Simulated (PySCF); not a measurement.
**What binds InO: the parts of the energy along the bond**

State: ²Π, doublet, unpaired electrons π ↑. ROHF-based CCSD(T) in PySCF 2.14 with In cc-pwCVDZ-PP with ECP28, O aug-cc-pVDZ and In cc-pwCVTZ-PP with ECP28, O aug-cc-pVTZ (frozen core orbitals: 5; scalar-relativistic core potentials). Correlation energies are extrapolated as n⁻³ (n = 2, 3), Hartree–Fock as (n+1)·exp(−9√n). All energies in eV from In + O.

| R (Å) | HF/CBS | CCSD corr. | (T) | total |
| --- | --- | --- | --- | --- |
| 1.8479 | -1.400 | -1.459 | -0.1505 | -3.010 |
| 1.9319 | -1.736 | -1.455 | -0.1571 | -3.348 |
| 2.0159 | -1.877 | -1.458 | -0.1647 | -3.501 |
| 2.0999 | -1.886 | -1.467 | -0.1729 | -3.526 |
| 2.1839 | -1.807 | -1.479 | -0.1812 | -3.467 |
| 2.2889 | -1.631 | -1.494 | -0.1917 | -3.317 |
| 2.3938 | -1.404 | -1.510 | -0.2020 | -3.116 |

A fit to the total gives Re = 2.0786 Å, De = 3.529 eV, ωe = 505.5 cm⁻¹, Be = 0.2779 cm⁻¹ (masses 114.9039 and 15.9949 u).

Task: At R = 2.0999 Å the CCSD correlation energy is -0.464294 hartree in the smaller basis and -0.666533 in the larger. Extrapolate it.

Result: (3³·E3 − 2³·E2)/(3³ − 2³) = -0.75169 hartree; the larger basis holds 88.7 % of it.

The T1 diagnostic is 0.023. The state was picked by a PBE0 search and need not be the measured ground state. Spin–orbit coupling, excitations beyond (T) and corrections to the Born–Oppenheimer picture are left out, and spin–orbit coupling matters for open p, d or f shells this heavy.
